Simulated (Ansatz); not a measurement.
`C[CH]([AlH2])[AlH][SiH3]` at its PBE0-D4/def2-TZVP geometry, where that method's forces vanish. Charge 0, multiplicity 1.

```xyz
15

C     1.6142    0.1033    0.2457
C     0.3468   -0.3501    0.9907
Al    0.2153   -2.2621    1.3157
Al   -1.3075    0.3766    0.2578
Si   -1.2015    1.6280   -1.8579
H     1.6392    1.1817    0.0577
H     1.6926   -0.3851   -0.7292
H     2.5314   -0.1411    0.7900
H     0.2947    0.0591    2.0180
H    -0.7237   -2.8085    2.4754
H     1.0292   -3.2730    0.3955
H    -2.6755    0.1461    1.0407
H    -0.3728    2.8603   -1.7017
H    -0.5493    0.8111   -2.9240
H    -2.5330    2.0535   -2.3746
```

Q: What forces (eV/Å) does B3LYP-D4/def2-TZVPP give on these atoms in Ansatz? (Best estimate.)

A: Computed: 
```
C1   0.196  0.075 -0.107
C2  -0.163 -0.030  0.164
Al3  0.009 -0.157  0.040
Al4 -0.135  0.027  0.033
Si5  0.002  0.046 -0.080
H6   0.013 -0.058  0.008
H7   0.004  0.031  0.048
H8  -0.038  0.018 -0.033
H9   0.028 -0.015 -0.066
H10  0.060  0.029 -0.077
H11 -0.054  0.059  0.056
H12  0.084  0.012 -0.049
H13 -0.047 -0.067 -0.014
H14 -0.036  0.049  0.054
H15  0.077 -0.021  0.023
```

B3LYP here is the variant with VWN-RPA as its local correlation; programs differ in this.
